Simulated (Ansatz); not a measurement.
CH6FNOSi can be A, `N[SiH2]OCF`, or B, `NC(F)O[SiH3]`.

Gas-phase electronic energies from Ansatz, PBE0-D4/def2-TZVP geometries. CCSD(T)/CBS is the MP2 limit (def2-TZVPP, def2-QZVPP) plus CCSD(T) − MP2 in def2-TZVPP, frozen cores. DFT in def2-TZVPP. One conformer a species, not always the lowest.

A:

Z-matrix (Å, degrees):
```
Si
O 1 1.666
N 1 1.697 2 112.2
H 1 1.487 2 105.5 3 -120.0
H 1 1.480 2 109.6 3 118.5
C 2 1.366 1 124.0 3 150.7
H 3 1.006 1 122.2 2 -66.2
H 3 1.006 1 120.9 2 86.1
F 6 1.381 2 110.6 1 72.3
H 6 1.093 2 109.0 1 -170.0
H 6 1.098 2 112.1 1 -46.3
```

B:

```xyz
11

N    -0.068   -1.519    1.379
C    -0.158   -0.822    0.170
F    -1.491   -0.484   -0.161
O     0.548    0.345    0.262
Si    0.482    1.546   -0.883
H    -0.347   -0.935    2.157
H    -0.611   -2.370    1.362
H     0.173   -1.449   -0.666
H    -0.741    2.371   -0.747
H     1.683    2.375   -0.634
H     0.532    0.943   -2.241
```

Q: Which is lower in electronic energy at CCSD(T)/CBS, and by how much? (Estimate.)

A: The calculation gave: A, by 20.9 kcal/mol.

Q: Give E(B) − E(A) in kcal/mol with B2PLYP, HF/def2-TZVPP, CCSD(T)/def2-SVP, CCSD(T)/def2-TZVPP, LDA (SPW92), ωB97M-V, MP2/def2-TZVPP. (An estimate is asked.)

A: Ansatz gave: B2PLYP 20.5, HF/def2-TZVPP 20.5, CCSD(T)/def2-SVP 13.5, CCSD(T)/def2-TZVPP 19.9, LDA (SPW92) 17.1, ωB97M-V 19.8, MP2/def2-TZVPP 21.0. None reverses the order clearly.

Q: Does the order hold for the free energy at 298.15 K (harmonic terms from PBE0-D4)? (Estimate.)

A: The calculation gave: Yes: G(B) − G(A) = +20.3 kcal/mol, for one conformer each. Modes under 60 cm⁻¹, often nearly free rotors, make the harmonic entropy too high.

Largest T1 diagnostic: 0.012.

Leaving LDA and LC-ωPBE aside and taking each functional with its dispersion term where it has one, the values, not all of them listed here, spread over 2.4 kcal/mol, from revPBE-D4 to BHLYP-D4. LDA lies −1.4 kcal/mol from PBE without D4. At CCSD(T), def2-SVP lies −7.4 kcal/mol from the extrapolated value and def2-TZVPP −0.9 kcal/mol.
